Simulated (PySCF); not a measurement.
Computed shifts of a molecule C2H5ClGeO, PBE/pcSseg-1 run with PySCF, GIAO, gas phase, atoms alike by connectivity averaged where their shifts nearly agree, in ppm (number of nuclei): ¹³C: 95.3 (2). ¹H: 7.17 (1), 5.68 (2), 5.43 (2). References: ³⁵Cl against HCl (σ = 936.5 ppm); ⁷³Ge against GeH4 (σ = 1614.4 ppm); ¹³C against TMS (σ = 182.0 ppm); ¹⁷O against H2O (σ = 334.3 ppm); ¹H against TMS (σ = 31.49 ppm), references at their B3LYP-D3(BJ)/def2-TZVP geometries, non-relativistic (without spin–orbit terms, shifts of atoms bonded to Cl or Br come out too high). Geometry optimised at B3LYP-D3(BJ)/def2-SVP. One conformer was computed; it need not be the lowest.

**Question.** Which structure fits?
(A) C=[C](Cl)[GeH2][OH]
(B) [Cl][GeH]1[CH2]O[CH2]1
(C) [Cl][Ge@@H]1[CH2]C[O]1
(D) O=C[CH2][GeH2][Cl]

**Answer.** B, [Cl][GeH]1[CH2]O[CH2]1
